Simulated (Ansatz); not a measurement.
`P[SiH2][SeH]` + `CC` → `CC[SeH]` + `[SiH3]P` at 700 K and 1 bar (formal exchange of groups at the Se–Si bond).

Gas-phase electronic energies from Ansatz, PBE0-D4/def2-TZVP geometries. CCSD(T)/CBS is the MP2 limit (def2-TZVPP, def2-QZVPP) plus CCSD(T) − MP2 in def2-TZVPP, frozen cores. This one scheme is used for every species. For Se outer-core shells are correlated without core-valence functions, which leaves a few kJ/mol of doubt a bond. Scalar relativity is left out up to krypton. Each species was taken in one conformer, which may not be the lowest.

| species | CCSD(T)/CBS energy (Eh) | H − E (kJ/mol) | S (J/(mol·K)) |
| --- | --- | --- | --- |
| `P[SiH2][SeH]` | -3033.74999 | 180.2 | 439.4 |
| `CC` | -79.71954 | 238.1 | 289.3 |
| `CC[SeH]` | -2480.41858 | 249.2 | 382.8 |
| `[SiH3]P` | -633.00997 | 162.4 | 357.3 |

H − E and S are ideal-gas, rigid-rotor, harmonic terms from PBE0-D4/def2-TZVP, for one conformer and one mirror image of each species. 1 Eh = 2625.50 kJ/mol, R = 8.31446 J/(mol·K).

By hand: ΔE, ΔH, ΔS and ΔG.

ΔE = (-2480.41858) + (-633.00997) − (-3033.74999) − (-79.71954) = 0.04098 Eh = 107.6 kJ/mol. Δ(H − E) = 249.2 + 162.4 − 180.2 − 238.1 = -6.7, so ΔH = 100.9 kJ/mol. ΔS = 382.8 + 357.3 − 439.4 − 289.3 = 11.4 J/(mol·K). ΔG = 100.9 − 700 × (11.4)/1000 = 92.9 kJ/mol.

By hand: the equilibrium constant, and the temperature at which ΔG would vanish if ΔH and ΔS stayed fixed.

log₁₀ K = −ΔG/(RT ln 10) = -6.9. ΔG = 0 at ΔH/ΔS = 8851 K, far beyond where these terms or the molecules hold.

The number of gas molecules stays the same, so ΔS is small and ΔH decides. A doubt of 5 kJ/mol in ΔE shifts log₁₀ K by 0.4 here. Other conformers and mirror images would add mixing entropy, several J/(mol·K) or more a flexible species. These are equilibria of isolated gas molecules and say nothing of rates. Largest T1 diagnostic: 0.013 (customary marks: 0.02 for closed shells, 0.045 for open ones).
